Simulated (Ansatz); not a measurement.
Name a neutral molecule of C, F, Ga, O and H with LUMO energy (ωB97M-V/def2-TZVPP) between 0.65 and 0.95 eV and size of the dipole moment (B3LYP/def2-TZVPP) between 0.90 and 1.20 D (Ansatz, PBE0-D4/def2-TZVP geometry).

`CC(C)[O][GaH][F]` (0.83 eV, 1.00 D). Other molecules can fit too; these were computed, each in one conformer that needn't be the lowest.

B3LYP here is the variant with VWN-RPA as its local correlation; programs differ in this.
